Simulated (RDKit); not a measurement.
Job for RDKit: UFF on FH3OSi (SMILES O[SiH2]F), a point of a torsion scan.

```python
from rdkit import Chem
from rdkit.Chem import AllChem, rdDetermineBonds

blocks = [
'''6

O     1.13769037   -0.03550630   -0.46626699
Si   -0.38051717   -0.07372310    0.08596788
F    -1.21222707   -0.39023622   -1.23854175
H     1.89231714    0.13375786    0.08648041
H    -0.82551338    1.22513317    0.55807922
H    -0.60583384   -1.18266640    0.99558319
''',
]
mol = None
for b in blocks:
    f = Chem.MolFromXYZBlock(b)
    rdDetermineBonds.DetermineBonds(f, charge=0)
    mol = f if mol is None else Chem.CombineMols(mol, f)
Chem.SanitizeMol(mol)
print(Chem.MolToSmiles(Chem.RemoveHs(mol)))
ff = AllChem.UFFGetMoleculeForceField(mol, vdwThresh=100.0, ignoreInterfragInteractions=False)
e = ff.CalcEnergy()
print(f'UFF energy {e:.6f} kcal/mol')
```

The log:

```
O[SiH2]F
UFF energy 14.926806 kcal/mol
```

The run finished.

Cost: around 0.010 core-seconds (rough).
